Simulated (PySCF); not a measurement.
## RbH⁻ at UHF-MP2

Computed with UHF-MP2; basis Rb aug-cc-pVDZ-X2C, H aug-cc-pVDZ-DK; spin-free X2C with a Gaussian nucleus; PySCF 2.14.

For RbH⁻, the state is ²Σ⁺ (doublet), unpaired electrons σ ↑ and the bond length is 2.574 Å. The harmonic wavenumber is 739 cm⁻¹, the force constant is 0.320 mdyn/Å and the rotational constant Be is 2.554 cm⁻¹. The anharmonicity ωexe is 15.7 cm⁻¹. The vibration–rotation constant αe is 0.0832 cm⁻¹.

Correlated steps freeze 9 core orbitals. Spin–orbit coupling is left out. The state was picked by a PBE0 search and need not be the measured ground state.
